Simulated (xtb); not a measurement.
C₂H₃O₂ (SMILES CO[C-]=O), charge -1, singlet, geometry from GFN2-xTB. Base run: GFN0-xTB run with xtb.

The xtb input:
```
$ xtb mol.xyz --gfn 0 --chrg -1 --json

# file mol.xyz
7

C     -1.15412904    -0.13368505    -0.00475851
O     -0.72670803    -1.11946687     0.60148897
O      0.00963198     0.80173294    -0.46742437
C      1.28691312     0.41218812    -0.14832584
H      1.79443639     1.15884469     0.49102832
H      1.24026991    -0.54555805     0.40753573
H      1.90519756     0.25756633    -1.05257476
```

Each row names what was changed in the base input (with any setting that the change needs).

```tsv
change	ΔE vs base (mEh)	HOMO-LUMO gap (eV)
base	0.000	2.85
file = coord	0.000	2.85
acc = 30	0.000	2.85
etemp = 10	0.000	2.85
```
